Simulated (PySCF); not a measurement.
C6H10NOP.
SMILES: `C#C[P@](C)(=N)CC(C)=O`

Level: PBE0/def2-SVPD in PySCF, non-relativistic, on one gas-phase PBE0-D3(BJ)/def2-SVP geometry that isn't relaxed in the solvent. The solvent is an IEF-PCM continuum (cavity from Bondi-type radii × 1.2), and excitations are vertical TDDFT with non-equilibrium linear response and a frozen core. The model holds no explicit solvent molecules, cavitation or dispersion.

Gas-phase singlets (H = HOMO, L = LUMO):

```csv
state,E (eV),λ (nm),f,leading configurations
S1,4.378,283,0.005,H-1→L 77%
S2,4.630,268,0.012,H→L 90%
S3,5.317,233,0.017,"H→L+1 72%, H→L+2 15%, H-2→L 8%"
S4,5.403,229,0.004,"H→L+2 74%, H→L+1 18%"
S5,5.562,223,0.011,H-2→L 86%
```

Give the list for chloroform (ε = 4.711), n² = 2.09.

```
state  E (eV)  λ (nm)      f           leading configurations  change by rank (eV)
   S1   4.460     278  0.007                        H-1→L 82%               +0.082
   S2   4.762     260  0.016                          H→L 91%               +0.132
   S3   5.488     226  0.032                        H→L+1 80%               +0.171
   S4   5.566     223  0.005  H→L+2 56%, H-2→L 23%, H→L+1 13%               +0.163
   S5   5.666     219  0.013             H-2→L 64%, H→L+2 33%               +0.104
```

The ground-state energy changes by -0.343 eV from gas to chloroform. By how much does the total energy of gas-phase S1 change?

E(S1) = E(S0) + excitation energy, so it changes by -0.343 + 0.082 = -0.261 eV: it is lowered less than the ground state, which is what a blue shift means. This is the vertical state, with the slow part of the continuum still set for S0.

How do the frontier levels move from gas to chloroform?

```
orbital  gas (eV)  solvent (eV)  change (eV)
 LUMO+2     -0.17         -0.07        +0.10
 LUMO+1     -0.26         -0.20        +0.06
   LUMO     -0.98         -0.99        -0.01
   HOMO     -6.81         -6.93        -0.12
 HOMO-1     -7.46         -7.58        -0.12
 HOMO-2     -7.69         -7.80        -0.11
 HOMO-3     -8.77         -8.71        +0.06
```

The HOMO–LUMO gap goes from 5.83 to 5.94 eV.

Conformer computed: `[CH:1]#[C:2][P@:3]([CH3:4])(=[NH:5])[CH2:6][C:7]([CH3:8])=[O:9]`: C2–P3–C6–C7 -178°, P3–C6–C7–C8 -91°.
